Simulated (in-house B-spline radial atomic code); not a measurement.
# PBE excitations of F⁷⁺

Method: PBE. Computed with an all-electron radial atomic-structure program (B-spline basis): linear response of the closed shell 1s2 with the functional's adiabatic kernel; scalar-relativistic (spin-free one-electron X2C), finite nucleus, no spin-orbit coupling, no double excitations, S, P, D and F terms only.

Command:
```bash
python run_td.py task.json out
```
Settings (radii: box in bohr, nucleus in fm):
```
Z                        9
electrons                2
configuration            1s2
hamiltonian              x2c
method                   pbe,pbe
box_radius               12.81
rms_radius               2.8976
intervals                71
```

Time taken, with all properties: 0.2 s on 1 thread of Intel(R) Xeon(R) Platinum 8375C CPU @ 2.90GHz (Ice Lake) (shared host).

The lowest states, in the order of their Tamm-Dancoff energies; the method's threshold (minus the highest occupied level) is 900.39 eV. Labels give the largest channel, * marks a mixed state, and oscillator strengths are full-response dipole values. Semilocal kernels can invert the small singlet-triplet splittings of Rydberg terms. Energies in eV:

```tsv
state	full response	Tamm-Dancoff	oscillator strength
1s → 2s 3S	703.13	703.15	-
1s → 2s 1S	711.70	711.81	-
1s → 2p 3P	713.24	713.27	-
1s → 2p 1P	719.12	719.15	0.649
1s → 3s 3S	818.54	818.54	-
1s → 3s 1S	820.62	820.64	-
1s → 3p 3P	821.71	821.72	-
1s → 3p 1P	823.18	823.19	0.129
1s → 3d 3D	?	?	-
1s → 3d 1D	824.60	824.60	-
1s → 4s 3S	855.57	855.57	-
1s → 4s 1S	856.39	856.40	-
1s → 4p 3P	?	?	-
1s → 4p 1P	857.47	857.48	0.0485
1s → 4d 3D	857.93	857.93	-
1s → 4d 1D	857.96	857.96	-
```

(1) Where does 1s → 3d 3D lie?

(2) Where does 1s → 4p 3P lie?

(3) How large is the singlet-triplet splitting of 1s → 2s (S terms) in Tamm-Dancoff?

(4) What polarisabilities and dispersion coefficient does the method give?

Results:

(1) At 824.54 eV in full response, 824.54 eV in Tamm-Dancoff.

(2) At 856.88 eV in full response, 856.88 eV in Tamm-Dancoff.

(3) 8.66 eV, from the unrounded values.

(4) Dipole 0.001651 bohr³, quadrupole 8.094e-05 bohr⁵, C6 6.36e-05 hartree·bohr⁶ for two such species.
